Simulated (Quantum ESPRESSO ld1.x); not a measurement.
Values are calculated unless marked as measured or tabulated.
Task: Species: Rb29+. Configuration: [He] 2s2 2p4. Level of theory: scalar-relativistic Kohn-Sham, LDA (Slater exchange, Perdew-Wang correlation), spin-polarised, spherical densities, point nucleus; open shells are filled with parallel spins first (ld1.x of Quantum ESPRESSO 7.5). Some entries of the table are withheld. Estimate them.

| orbital | occ. | eigenvalue (hartree) | <r> (bohr) | <r^2> (bohr^2) |
|---|---|---|---|---|
| 1s up | 1 | -617.244 | 0.04027 | 0.002183 |
| 1s down | 1 | -616.645 | 0.04024 | 0.002180 |
| 2s up | 1 | -131.618 | 0.1710 | 0.03429 |
| 2s down | 1 | -130.767 | 0.1715 | 0.03448 |
| 2p up | 3 | -124.837 | 0.1475 | (1) |
| 2p down | 1 | -123.810 | 0.1481 | (2) |
| 3s up | 0 | -53.8990 | 0.4066 | 0.1879 |
| 3s down | 0 | -53.6890 | 0.4080 | 0.1892 |
| 3p up | 0 | (3) | (4) | 0.1749 |
| 3p down | 0 | (5) | (6) | 0.1764 |

Result: 
(1) 2p up <r^2> (bohr^2): 0.02638
(2) 2p down <r^2> (bohr^2): 0.02658
(3) 3p up eigenvalue (hartree): -51.7816
(4) 3p up <r> (bohr): 0.3895
(5) 3p down eigenvalue (hartree): -51.5378
(6) 3p down <r> (bohr): 0.3912
